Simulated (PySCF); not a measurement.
Species: CHNO.
Atom-mapped SMILES: `[NH:1]=[C:2]=[O:3]` (hydrogens: H4 on N1)

Structure optimised with GFN2-xTB, isolated species.

(1) Give the optimised bond lengths and angles.

Answers

(1) 
```
 bond  length (Å)   order
N1=C2       1.191  double
C2=O3       1.154  double
N1–H4       0.993  single
```

Orders are formal, as drawn. A selection of angles:
```
   angle  degrees
C2–N1–H4    136.6
N1–C2–O3    169.4
```

N1 (isocyanate nitrogen) is bent (angle 136.6°). C2 (isocyanate carbon) is bent (angle 169.4°).

No GFN2-xTB frequencies stand behind this structure, so it isn't proved a minimum.

The numbers are calculated, not measured.

***

Compound: OsO4 (singlet state).
Bonds: Os1–O2, Os1–O3, Os1–O4, Os1–O5.

Theory: PBE0-D3(BJ)/def2-SVP geometry optimisation, gas phase, def2 core potentials past Kr (PySCF 2.14.0).

Problem. List the bond lengths and angles at this level.

Solution. 
```json
{"bond": "Os1–O2 and 3 like bonds", "length (Å)": "1.693"}
```

Bonds in one row agree within 0.01 Å and their mean is given. A selection of angles:
```json
{"angle": "O2–Os1–O3", "degrees": "109.4"}
```

All 4 O–Os bonds measure 1.692 to 1.693 Å. Os1 (osmium bonded to 4 O) is tetrahedral (angles from 109.4° to 109.5°).

Point group: Td (every atom within 0.08 Å of its image). No frequency check.

***

Species: CF3 (doublet state).
Atom-mapped SMILES: `[F:1][C:2]([F:3])[F:4]`

Computed geometry: GFN2-xTB, gas phase. This method treats the open shell by occupation alone, without spin polarisation.

**Question.** Give the optimised bond lengths and angles.

**Answer.** 
| bond | length (Å) |
| --- | --- |
| F1–C2, C2–F3, C2–F4 | 1.320 |

Bonds in one row agree within 0.01 Å and their mean is given. A selection of angles:
| angle | degrees |
| --- | --- |
| F1–C2–F3 | 112.2 |

C2 (carbon bonded to 3 F) is pyramidal (angles 112.2°, 112.2° and 112.2°, sum 336.5°, 0.38 Å off the plane of its three neighbours). All 3 C–F bonds measure 1.320 Å.

Point group: C3v (tolerance 0.08 Å). Whether it is a minimum is left open (no frequencies).

***

Species: PI₃.
SMILES with atom numbers: `[I:1][P:2]([I:3])[I:4]`

Method used: PBE0-D3(BJ)/def2-SVP geometry optimisation, gas phase, def2 core potentials past Kr in PySCF.

Problem. What internal coordinates does the optimisation give?

Solution. 
```
               bond  length (bohr)
I1–P2, P2–I3, P2–I4          4.669
```

Bonds in one row agree within 0.02 bohr and their mean is given. A selection of angles:
```
   angle  degrees
I1–P2–I3    102.6
```

All 3 I–P bonds measure 2.470 to 2.471 Å. P2 (three-coordinate phosphorus) is pyramidal (angles 102.8°, 102.8° and 102.6°, sum 308.1°, 1.07 Å off the plane of its three neighbours).

Point group: C3v (tolerance 0.08 Å). Stationary, but not proved a minimum.

Time: 18 s of wall time; peak memory 0.42 GiB. Hardware: one thread of an Arm Neoverse V2, shared host with 96 logical CPUs at a one-minute load of 29. These figures are those of the optimisation.
